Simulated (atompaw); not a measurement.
## Dy: variants of one PAW (atompaw) potential

Base potential:

dysprosium, PAW, made with atompaw 4.2.0.5 (PBE, scalar-relativistic). Core [Kr] 4d10 4f9, reference 5s2 5p6 5d1 6s1.75 6p0 (charge +0.25). Waves: 5s (bound): rc 1.60 bohr; 6s (bound): rc 3.00 bohr; 5p (bound): rc 2.45 bohr; 6p (bound, empty): rc 3.00 bohr; 5d (bound): rc 3.00 bohr; 5d channel at 0.1 Ry: rc 3.00 bohr. Local part: troulliermartins scheme with l = 3 at 1 Ry, radius 2.00 bohr. Core correction: smooth core density matched at 2.85 bohr. Augmentation charge: gaussian compensation charge, radius 2.95 bohr; PAW radius 3.00 bohr; waves and projectors: custom rrkj gramschmidtortho.

All-electron outer shells of the reference configuration (PBE, scalar-relativistic, ld1.x):

```json
{"shell": "4d", "level (eV)": "-161.57", "outermost node (bohr)": "0.26", "outermost maximum (bohr)": "0.53"}
{"shell": "5s", "level (eV)": "-54.32", "outermost node (bohr)": "0.63", "outermost maximum (bohr)": "1.14"}
{"shell": "5p", "level (eV)": "-30.00", "outermost node (bohr)": "0.67", "outermost maximum (bohr)": "1.30"}
{"shell": "4f", "level (eV)": "-10.68", "outermost node (bohr)": "–", "outermost maximum (bohr)": "0.53"}
{"shell": "6s", "level (eV)": "-5.52", "outermost node (bohr)": "1.54", "outermost maximum (bohr)": "3.27"}
{"shell": "5d", "level (eV)": "-3.70", "outermost node (bohr)": "0.76", "outermost maximum (bohr)": "1.91"}
{"shell": "6p", "level (eV)": "-2.38", "outermost node (bohr)": "1.86", "outermost maximum (bohr)": "4.31"}
```

Cutoffs, loose and tight: the cutoffs (Ry, on a coarse ladder) from which the occupation-weighted sum of valence levels, in a spherical-Bessel basis at the reference potential, stays within 10 and 1 mRy of its value at 400 Ry. They see the waves, projectors and local potential, not the compensation charge or the core. A dash means not determined.

A true bound ghost makes a file unfit for plane-wave use even where its test errors are small: the radial tests pick states by their node count and pass the ghost by.

| change | outcome | cutoff, loose | cutoff, tight | bound ghosts |
| --- | --- | --- | --- | --- |
| base | generated | 18 Ry | 45 Ry | s |
| local potential troulliermartins scheme with l = 3 at 1 Ry, radius 1.32 bohr | failed: atompaw: The overlap operator has at least one negative eigenvalue! | – | – | – |
| local potential troulliermartins scheme with l = 3 at 1 Ry, radius 1.48 bohr | failed: atompaw: The overlap operator has at least one negative eigenvalue! | – | – | – |
| local potential troulliermartins scheme with l = 3 at 1 Ry, radius 1.70 bohr | failed: atompaw: The overlap operator has at least one negative eigenvalue! | – | – | – |
| local potential troulliermartins scheme with l = 3 at 1 Ry, radius 1.88 bohr | failed: atompaw: The overlap operator has at least one negative eigenvalue! | – | – | – |
| local potential troulliermartins scheme with l = 3 at 1 Ry, radius 2.12 bohr | generated | 18 Ry | 25 Ry | s |
| local potential troulliermartins scheme with l = 3 at 1 Ry, radius 2.26 bohr | generated | 18 Ry | 25 Ry | s |
| local potential troulliermartins scheme with l = 3 at 1 Ry, radius 2.72 bohr | generated | 18 Ry | 25 Ry | none |
| local potential troulliermartins scheme with l = 3 at 1 Ry, radius 2.90 bohr | generated | 18 Ry | 25 Ry | none |

(1) What comes out with this change to the base: local potential troulliermartins scheme with l = 3 at 1 Ry, radius 2.46 bohr?

Results:

(1) outcome: generated; cutoff, loose: 18 Ry; cutoff, tight: 25 Ry; bound ghosts: d.

Reading the sweep of the r_vloc (base included, trends over the rows without a ghost): Bound ghosts are found at 2, 2.12, 2.26, 2.46 bohr. The generation fails at 1.32, 1.48, 1.7, 1.88 bohr.
